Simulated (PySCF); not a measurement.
**How methods differ on the ionisation energy of Se**

Se [Ar] 3d10 4s2 4p4 (3P) → Se⁺ [Ar] 3d10 4s2 4p3 (4S), as a difference of total energies. Calculation: PySCF 2.14, in jorge-DZP-DKH; the spin-free X2C one-electron Hamiltonian (Gaussian nucleus). Correlated levels: valence: [Ar] 3d10 frozen. The calculations carry no spin-orbit coupling.

```tsv
method	ionisation energy (eV)	error (eV)
UHF	8.443	-1.192
r2SCAN	9.619	-0.016
BP86	9.741	+0.106
MP2 (valence)	8.599	-1.036
SCS-MP2 (valence)	8.611	-1.024
CCSD (valence)	8.620	-1.015
CCSD(T) (valence)	8.623	-1.012
```

Reference: 9.635 eV (measured; NIST levels, between the centres of gravity of the two terms).

Errors of the correlated levels include the incompleteness of this basis and the frozen core.
